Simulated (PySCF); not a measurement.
Species: C₄H₄F₃O (doublet state).
Cartesian coordinates in Å at the GFN2-xTB level; atoms count from 1:
```
atom  x, y, z in Å
F1    -2.5150    1.0990    1.4320
C2    -2.5411    0.2219    0.4213
C3    -1.4282   -0.2626   -0.1422
O4    -0.2011    0.1059    0.2709
C5     0.9139   -0.4273   -0.2336
F6     0.7753   -1.0855   -1.4143
C7     2.2058    0.2546    0.0160
F8     3.0022   -0.4747    0.8845
H9    -3.5362   -0.0451    0.1097
H10   -1.5061   -0.9616   -0.9633
H11    2.7874    0.3518   -0.9079
H12    2.0443    1.2229    0.5009
```

The hyperfine couplings belong to this conformer and change with its torsions.

Identity: `F/C=C\O[C](F)CF` [radical].

The calculation used UKS B3LYP, pcH-1 on C F H O, non-relativistic, mean-field spin-orbit, GIAO (PySCF 2.14.0). Geometry: GFN2-xTB, one conformer, isolated molecule. A GFN2-xTB geometry isn't a minimum of the functional, and hyperfine couplings can be far from their values at a DFT geometry. Stability of the SCF solution: not tested.

**Question.** Where do the isotropic ENDOR lines of F8, F6, F1, H11/H12, H9 and H10 fall at 3344.0 mT, to first order?

**Answer.** For S = 1/2 in fast tumbling each set of equivalent nuclei gives two lines, ν± = |νn ± a/2| to first order, with νn = g_N μN B/h and μN/h = 7.62259 MHz/T.

| nuclei | isotope | g_N | νn (MHz) | a_iso (MHz) | lower line (MHz) | upper line (MHz) |
| --- | --- | --- | --- | --- | --- | --- |
| F8 | 19F | 5.2577 | 134.02 | 261.19 | 3.42 | 264.61 |
| F6 | 19F | 5.2577 | 134.02 | 200.55 | 33.75 | 234.29 |
| F1 | 19F | 5.2577 | 134.02 | 18.27 | 124.89 | 143.15 |
| H11/H12 | 1H | 5.5857 | 142.38 | 16.44 | 134.16 | 150.60 |
| H9 | 1H | 5.5857 | 142.38 | -9.49 | 137.63 | 147.12 |
| H10 | 1H | 5.5857 | 142.38 | 2.68 | 141.04 | 143.72 |

**Question.** Which pairs are centred on the nuclear Larmor frequency, and which on half the coupling?

**Answer.** Centred on νn, since |a| < 2νn: F8, F6, F1, H11/H12, H9 and H10. No pair has |a| > 2νn.

**Question.** At what field would the lower line of F8 fall to zero frequency?

**Answer.** Where νn = |a|/2, that is B = 130.60 MHz/(5.2577 × 7.62259 MHz/T) = 3260 mT, as far as first order holds there.

Means are taken over nuclei equivalent by connectivity, which assumes that they swap fast. The 1H value of +16.4 MHz is a mean of couplings from 13.8 to 19.1 MHz in this one geometry, not an average over conformers.

On Arm Neoverse V2, one thread, shared host, this took 38 s of wall time (grids of density and orbitals included) and 0.91 GiB of memory at its peak.
